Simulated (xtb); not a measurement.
silanone (H2OSi), SMILES O=[SiH2]. All values are semi-empirical tight-binding results from xtb (GFN2-xTB unless named), good for trends rather than for accurate numbers. Coordinates come from a GFN2-xTB optimisation.

Computed properties:
* **point group as xtb finds it**: C2v
* **orbital gap**: 4.76 eV
* **dipole moment**: 3.77 D
* **zero-point energy**: 11.7 kcal/mol
* **G − E(el) at 298.15 K (modified RRHO)**: -2.5 kcal/mol
* **static polarisability (D4 model)**: 41.7 bohr³
* **solvation energy, GFN2-xTB/ALPB(water)**: 1.8 kcal/mol
* **solvation energy, GFN2-xTB/ALPB(ether)**: 0.4 kcal/mol
